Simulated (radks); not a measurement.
Q: Excited configurations of Ni+: one electron is placed in a higher orbital outside [Ar] 3d8. The ground configuration is [Ar] 3d9. All-electron calculation, non-relativistic Kohn-Sham, PBE, spin-unpolarised, spherical densities, point nucleus. Program: a radial shooting solver on a logarithmic mesh with Libxc functionals. Excitation = E - E(ground); binding = E(ion) - E, where the ion is the core of charge +2; n* = 2/sqrt(2 binding) in atomic units, and the quantum defect is n - n*.

outer orbital  excitation (eV)  binding (eV)     n*  quantum defect  eigenvalue (eV)  <r> (bohr)
4d                      14.572         5.924  3.031           0.969           -4.219       5.506
4f                      17.030         3.466  3.963           0.037           -2.482       8.839
5s                      13.468         7.028  2.783           2.217           -5.530       5.992
7s                      17.988         2.508  4.658           2.342           -2.027       16.94
7p                      18.325         2.171  5.007           1.993           -1.755       19.14

Estimate the row for 6s.

A: excitation (eV) 16.582; binding (eV) 3.914; n* 3.729; quantum defect 2.271; eigenvalue (eV) -3.126; <r> (bohr) 10.77. The Delta-SCF ionisation energy is 20.496 eV (NIST Atomic Spectra Database: 18.169 eV, measured). Self-interaction in the functional shifts the binding energies and quantum defects, so they are the method's values and not measured ones. Spin polarisation and multiplet splitting are left out, so open shells lie too high by an amount that depends on their filling.

Beside tabulated values, note that spin-unpolarised runs miss the spin-polarisation part of the exchange energy of open shells.
